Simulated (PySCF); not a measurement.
# Oxygen: a sound run and one with changed settings

Sound run: O⁺ [He] 2s2 2p3, O²⁺ [He] 2s2 2p2. All numbers are calculated (PySCF 2.14, scalar relativity by spin-free X2C-1e, in x2c-TZVPall). The sound run starts from symmetry-adapted Hartree-Fock orbitals and uses a fine grid where one is needed.

A second run was set up differently.

| species | method | sound run (hartree) | changed run (hartree) | converged |
| --- | --- | --- | --- | --- |
| O⁺ | UHF | -74.42662 | -74.42662 | yes |
| O⁺ | BP86 | -74.61916 | -74.61916 | yes |
| O⁺ | TPSS | -74.64337 | -74.64337 | yes |
| O²⁺ | UHF | -73.15609 | -73.15609 | yes |
| O²⁺ | BP86 | -73.32273 | -73.32271 | yes |
| O²⁺ | TPSS | -73.34825 | -73.35021 | yes |

Ionisation energy of O⁺:

| method | sound run (eV) | changed run (eV) |
| --- | --- | --- |
| UHF | 34.573 | 34.573 |
| BP86 | 35.278 | 35.278 |
| TPSS | 35.242 | 35.189 |

(1) What was changed?
A. a valence shell is frozen
B. angular grid far too coarse
C. basis contracted for another Hamiltonian
D. level shift left on

Results:

(1) B. It used 14 angular points. A coarse angular grid integrates products of high-l functions wrongly, so density functionals can shift, and the SCF can exploit the error; Hartree-Fock and MP2 need no grid.
